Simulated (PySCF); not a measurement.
An unknown gives this computed stick spectrum. Method: TDDFT PBE0/def2-SVPD, vertical, gas phase, core orbitals frozen in the response in PySCF 2.14.0, density-fitted response routines. Geometries: GFN2-xTB, one conformer each.

```tsv
state	ν̃ (cm⁻¹)	f	main configurations (H = HOMO, L = LUMO)
S1	49150	0.0056	H→L (67%), H→L+1 (29%)
S2	52830	0.028	H→L+1 (67%), H→L (26%)
S3	54410	0.013	H→L+2 (87%)
S4	57510	0.0067	H-1→L+1 (91%)
S5	58650	0.018	H→L+3 (40%), H→L+4 (39%), H→L+5 (12%)
S6	58830	0.018	H-1→L (91%)
S7	59280	0.019	H→L+5 (67%), H→L+4 (15%)
S8	60580	0.010	H→L+3 (38%), H→L+4 (34%), H→L+6 (11%)
```

Question: Which candidate is it? All have the formula C4H11NOSi.
A. `C=N[Si@H](C)OCC`
B. `CO[Si@@H]1CCCN1`
C. `CCC/C=N/[SiH2]O`
D. `[H]/N=C/C(C)(C)[SiH2]O`

Answer: B. Its S1, at 6.09 eV, is the highest among the candidates; the nearest of the others has S1 at 5.05 eV. S1 is HOMO→LUMO (67%), HOMO→LUMO+1 (29%). Löwdin shares by element: HOMO nitrogen 58%, carbon 13% or more, silicon 8%, hydrogen 7% or more; LUMO silicon 21%, carbon 17% or more, hydrogen 8% or more (atoms not listed hold the other 54%). At the same level the other candidates give, for their lowest levels:
- `CCC/C=N/[SiH2]O`: 4.27 eV (f 0.000); 6.35 eV (f 0.073); 6.59 eV (f 0.006); 6.70 eV (f 0.066); 7.10 eV (f 0.008); T1 3.68 eV; HOMO -6.97, LUMO -0.70 eV
- `[H]/N=C/C(C)(C)[SiH2]O`: 5.05 eV (f 0.020); 6.02 eV (f 0.035); 6.54 eV (f 0.044); 6.92 eV (f 0.009); 6.97 eV (f 0.008); T1 4.25 eV; HOMO -7.48, LUMO -0.85 eV
- `C=N[Si@H](C)OCC`: 3.93 eV (f 0.001); 6.09 eV (f 0.004); 6.36 eV (f 0.005); 6.56 eV (f 0.062); 6.97 eV (f 0.028); T1 3.30 eV; HOMO -6.87, LUMO -0.87 eV
Triplets come from the Tamm–Dancoff approximation.
